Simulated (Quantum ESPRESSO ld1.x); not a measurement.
The rubidium ion Rb+, configuration [Kr] (the NIST ground configuration). All-electron calculation, Dirac Kohn-Sham, relativistic LDA (MacDonald-Vosko exchange, VWN5 correlation), spin-unpolarised, spherical densities, point nucleus. Program: ld1.x of Quantum ESPRESSO 7.5.

Unscreened Slater integrals over Kohn-Sham orbitals (hartree). Large and small components are both included.

integral            value
F0(4p3/2,4p3/2)   0.52319
F2(4p3/2,4p3/2)   0.27177
F0(4p3/2,4p1/2)   0.52894
G2(4p3/2,4p1/2)   0.27447
F0(4p3/2,4s1/2)   0.56519
G1(4p3/2,4s1/2)   0.37333
F0(4p3/2,3d5/2)   0.68597
F2(4p3/2,3d5/2)   0.14203
G1(4p3/2,3d5/2)  0.046112
G3(4p3/2,3d5/2)  0.043181
F0(4p3/2,3d3/2)   0.68644
F2(4p3/2,3d3/2)   0.14107
G1(4p3/2,3d3/2)  0.045682
G3(4p3/2,3d3/2)  0.042776
F0(4p1/2,4p1/2)   0.53492
F0(4p1/2,4s1/2)   0.57266
G1(4p1/2,4s1/2)   0.38246
F0(4p1/2,3d5/2)   0.69996
G3(4p1/2,3d5/2)  0.045457
F0(4p1/2,3d3/2)   0.70045
G1(4p1/2,3d3/2)  0.048278
F0(4s1/2,4s1/2)   0.62023
F0(4s1/2,3d5/2)   0.79410
G2(4s1/2,3d5/2)  0.066014
F0(4s1/2,3d3/2)   0.79475
G2(4s1/2,3d3/2)  0.065270
F0(3d5/2,3d5/2)    1.7358
F2(3d5/2,3d5/2)   0.83813
F4(3d5/2,3d5/2)   0.52876
F0(3d5/2,3d3/2)    1.7421
F2(3d5/2,3d3/2)   0.84076
G2(3d5/2,3d3/2)   0.83865
G4(3d5/2,3d3/2)   0.52909
F0(3d3/2,3d3/2)    1.7485
F2(3d3/2,3d3/2)   0.84348
